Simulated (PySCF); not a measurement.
# NMR problem set

- GFN2-xTB geometry
- σ from GIAO-PBE0/pcSseg-1
- code: PySCF 2.14.0 with density-fitted response routines
- a single conformation, relativity neglected, equivalent nuclei averaged, no solvent model

References, each an isolated molecule treated in the same way: ¹H (31.72 ppm) and ¹³C (186.93 ppm) against TMS. Where no couplings were computed, multiplicities follow the n + 1 count of equivalent neighbours, and m marks all less simple cases (inequivalent or close neighbours, rings, F or P nearby). Shifts are as computed. Against solution values, carbons near 30 ppm lie about +3 ppm off and those near 130 ppm about +5 ppm; carbons on Cl a further +6 ppm. Of 1309 compounds with measured shifts, 239 miss one by over three times the rms of a fit or turn the order of signals round; such compounds aren't used in these exercises. Carbons bonded to Cl come out too deshielded.

(1) C₆H₈ClNSi. ¹H NMR (300 MHz, computed): δ 8.97 (d, 1H), 7.89 (m, 1H), 7.70 (d, 1H), 7.38 (m, 1H), 4.83 (t, 2H), 3.65 (t, 2H). ¹³C{¹H} NMR (computed): δ 167.3 (C), 155.5 (CH), 139.9 (CH), 136.3 (CH), 128.7 (CH), 29.6 (CH2). What is it?

(2) C₆H₈ClNSi. ¹H NMR (400 MHz, computed): δ 8.79 (m, 1H), 8.79 (m, 1H), 6.43 (m, 1H), 6.24 (m, 1H), 5.91 (m, 1H), 2.08 (s, 3H). ¹³C{¹H} NMR (computed): δ 174.8 (CH2), 142.1 (CH), 141.6 (CH2), 113.5 (C), 82.8 (C), 5.7 (CH3). What is it?

Results:

(1) `c1([SiH2]CCl)ccccn1`. Rings plus π bonds: 4 (1 ring in the answer). 6 carbon signals for 6 carbons: no two carbons are equivalent. Carbon types of the structure: 1 × C, 4 × CH, 1 × CH2, leaving 2 H on heteroatoms. δC 167.3: substituted aromatic carbon next to a ring nitrogen. δC 155.5: aromatic CH next to a ring nitrogen; the adjacent pyridine-type nitrogen withdraws density from it. δC 139.9, 136.3, 128.7: aromatic CH; the aromatic region. δH 8.97: hydrogen on an aromatic CH next to a ring nitrogen; ring current plus the neighbouring ring nitrogen.

The data come from this structure; uniqueness wasn't tested.

(2) SMILES C=C[Si@](Cl)(C#CC)N=C. Rings plus π bonds: 4 (no ring in the answer). 6 carbon signals for 6 carbons: no two carbons are equivalent. Carbon types of the structure: 2 × C, 1 × CH, 2 × CH2, 1 × CH3, which accounts for all hydrogens. δC 174.8: C=N carbon. δC 142.1: alkene CH; an sp2 carbon of a C=C bond. δC 141.6: terminal =CH2 carbon; as expected for a trigonal carbon in a double bond. δH 8.79, 8.79: hydrogen on a C=N carbon.

The shifts were computed for this structure.
